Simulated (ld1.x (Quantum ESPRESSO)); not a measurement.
Scattering properties, TM potential for Al

| Property | Result |
| --- | --- |
| Element | Al (Z = 13) |
| Generator | ld1.x (Quantum ESPRESSO) 7.5 |
| Type | norm-conserving Troullier–Martins (Kleinman–Bylander form) |
| Functional | LDA (PZ) |
| Relativity | non-relativistic |
| Frozen core | [Ne] |
| Valence charge | 3 |
| Reference configuration | 3s1.5 3p0 (charge +1.5) |
| Partial waves | 3s (bound): rc 2.15 bohr; 3p (bound, empty): rc 2.15 bohr; 3d channel at 0.1 Ry: rc 1.95 bohr |
| Local potential | all-electron potential smoothed inside 2.05 bohr (lloc = -2) |
| Core correction | Bessel-smoothed model core inside 1.35 bohr |

The phase is arctan(r·u′/u) with u = r·R(r), unwrapped; energies in Ry, scanned from -3 to 5 Ry. A pole is an energy at which the radial function vanishes at the test radius. The pseudo phase is shifted by a multiple of π to meet the all-electron one at the reference energy, and phase errors are pseudo minus all-electron; the curves can meet again beyond the range given. Levels narrower than the energy grid can be missing from the lists of poles.

```tsv
channel	radius (bohr)	reference energy (Ry)	poles, all-electron	poles, pseudo	unbroken range about the reference energy with phases within 0.05 rad	phase error 1 Ry above the reference energy (rad)
s	2.35	-1.42	0.41	0.31, 4.79	below 1.4	-0.006
p	2.35	-0.97	1.23	1.10	below 2.4	-0.008
d	2.35	0.10	1.87	1.90	below 3.7	+0.002
```

Phases in the p channel:

```json
{"E (Ry)": "-3.00", "all-electron": "1.224", "pseudo": "1.221"}
{"E (Ry)": "-2.76", "all-electron": "1.194", "pseudo": "1.191"}
{"E (Ry)": "-2.52", "all-electron": "1.157", "pseudo": "1.154"}
{"E (Ry)": "-2.28", "all-electron": "1.108", "pseudo": "1.105"}
{"E (Ry)": "-2.04", "all-electron": "1.042", "pseudo": "1.038"}
{"E (Ry)": "-1.80", "all-electron": "0.946", "pseudo": "0.943"}
{"E (Ry)": "-1.56", "all-electron": "0.799", "pseudo": "0.796"}
{"E (Ry)": "-1.32", "all-electron": "0.557", "pseudo": "0.555"}
{"E (Ry)": "-1.08", "all-electron": "0.158", "pseudo": "0.158"}
{"E (Ry)": "-0.84", "all-electron": "-0.364", "pseudo": "-0.365"}
{"E (Ry)": "-0.60", "all-electron": "-0.800", "pseudo": "-0.803"}
{"E (Ry)": "-0.36", "all-electron": "-1.071", "pseudo": "-1.076"}
{"E (Ry)": "-0.12", "all-electron": "-1.236", "pseudo": "-1.242"}
{"E (Ry)": "0.12", "all-electron": "-1.342", "pseudo": "-1.350"}
{"E (Ry)": "0.36", "all-electron": "-1.416", "pseudo": "-1.426"}
{"E (Ry)": "0.60", "all-electron": "-1.472", "pseudo": "-1.483"}
{"E (Ry)": "0.84", "all-electron": "-1.515", "pseudo": "-1.529"}
{"E (Ry)": "1.08", "all-electron": "-1.551", "pseudo": "-1.567"}
{"E (Ry)": "1.32", "all-electron": "-1.582", "pseudo": "-1.601"}
{"E (Ry)": "1.56", "all-electron": "-1.610", "pseudo": "-1.633"}
{"E (Ry)": "1.80", "all-electron": "-1.635", "pseudo": "-1.664"}
{"E (Ry)": "2.04", "all-electron": "-1.660", "pseudo": "-1.695"}
{"E (Ry)": "2.28", "all-electron": "-1.685", "pseudo": "-1.730"}
{"E (Ry)": "2.52", "all-electron": "-1.711", "pseudo": "-1.768"}
{"E (Ry)": "2.76", "all-electron": "-1.739", "pseudo": "-1.815"}
{"E (Ry)": "3.00", "all-electron": "-1.770", "pseudo": "-1.876"}
{"E (Ry)": "3.24", "all-electron": "-1.806", "pseudo": "-1.960"}
{"E (Ry)": "3.48", "all-electron": "-1.850", "pseudo": "-2.088"}
{"E (Ry)": "3.72", "all-electron": "-1.906", "pseudo": "-2.306"}
{"E (Ry)": "3.96", "all-electron": "-1.980", "pseudo": "-2.708"}
{"E (Ry)": "4.20", "all-electron": "-2.086", "pseudo": "-3.327"}
{"E (Ry)": "4.44", "all-electron": "-2.249", "pseudo": "-3.853"}
{"E (Ry)": "4.68", "all-electron": "-2.516", "pseudo": "-4.148"}
{"E (Ry)": "4.92", "all-electron": "-2.942", "pseudo": "-4.311"}
```
